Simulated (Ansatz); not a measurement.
Frontier orbitals of AlBGeH$_{6}$, SMILES `[AlH2][BH][GeH3]`.

| atom | x (Å) | y (Å) | z (Å) |
| --- | --- | --- | --- |
| Al1 | -1.9621 | -0.2914 | 0.6349 |
| B2 | 0.0354 | -0.8004 | 0.2140 |
| Ge3 | 1.4157 | 0.5147 | -0.5760 |
| H4 | -2.3598 | 0.3603 | 2.0324 |
| H5 | -3.0925 | -0.4925 | -0.4690 |
| H6 | 0.4975 | -1.8858 | 0.4347 |
| H7 | 2.4243 | 0.8552 | 0.5433 |
| H8 | 0.8285 | 1.8494 | -1.0761 |
| H9 | 2.2131 | -0.1095 | -1.7381 |

The species carries charge 0 and has multiplicity 1. Correlated methods include outer-core shells of Ge, which these sets cover unevenly. Scalar relativity is left out up to krypton. All single points use the PBE0-D4/def2-TZVP geometry. Basis def2-TZVPP, Ansatz.

```tsv
functional	HOMO (eV)	LUMO (eV)
PBE0	-7.31	-2.75
```

Q: Give HOMO and LUMO (eV) with LDA (SPW92), PBE, revPBE, BLYP, r2SCAN, B97M-V, B3LYP, r2SCANh, r2SCAN0, HSE06 (plane-wave form), BHLYP, CAM-B3LYP, LC-ωPBE, ωB97X-V, ωB97M-V, HF. (An estimate is asked.)

A: Computed: 
```tsv
functional	HOMO	LUMO
LDA (SPW92)	-6.29	-3.90
PBE	-6.21	-3.69
revPBE	-6.17	-3.59
BLYP	-6.09	-3.49
r2SCAN	-6.45	-3.43
B97M-V	-6.53	-3.56
B3LYP	-7.13	-2.91
r2SCANh	-6.85	-3.10
r2SCAN0	-7.46	-2.61
HSE06 (plane-wave form)	-6.92	-3.13
BHLYP	-8.32	-1.67
CAM-B3LYP	-8.61	-1.58
LC-ωPBE	-9.93	-0.45
ωB97X-V	-9.58	-0.56
ωB97M-V	-9.38	-0.79
HF	-9.88	0.75
```

B3LYP here is the variant with VWN-RPA as its local correlation; programs differ in this. LC-ωPBE has ω = 0.4 bohr⁻¹.
